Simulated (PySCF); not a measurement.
Si(F)2(I)(OH) (F2HIOSi), SMILES O[Si](F)(F)I.

The structure is a stationary point at PBE0-D3(BJ)/def2-SVP. This is a generated structure with no PubChem entry under its InChIKey; it may be hypothetical. The def2 effective core potentials stand for the cores of I; spin–orbit coupling is left out. Other conformers were not sampled.

Level of theory: PBE0-D3(BJ)/def2-SVP run with PySCF.

Frequencies are harmonic and unscaled.

```csv
mode,ν (cm⁻¹),IR (km/mol),Raman (Å⁴/amu),depolarisation,moving atoms (share of kinetic energy)
1,117,73.3,2.4,0.75,"H 61 %, F 37 %"
2,178,1.2,1.1,0.71,"O 44 %, F 36 %, Si 9 %"
3,194,29.9,0.3,0.75,"F 50 %, H 31 %, Si 12 %"
4,240,10.5,4.2,0.37,"F 38 %, I 34 %, O 23 %"
5,324,23.1,1.2,0.74,"F 69 %, Si 19 %, O 12 %"
6,334,54.5,1.3,0.75,"O 46 %, F 36 %, Si 16 %"
7,447,171.4,3.3,0.05,"Si 55 %, F 22 %, H 12 %"
8,758,116.9,4.9,0.15,"H 53 %, O 30 %, F 16 %"
9,869,275.1,2.5,0.09,"F 38 %, Si 30 %, H 23 %, O 9 %"
10,971,154.0,0.5,0.75,"F 52 %, Si 48 %"
11,1010,154.6,1.4,0.51,"Si 47 %, O 36 %, F 12 %"
12,3913,164.9,179.5,0.31,H 94 %
```
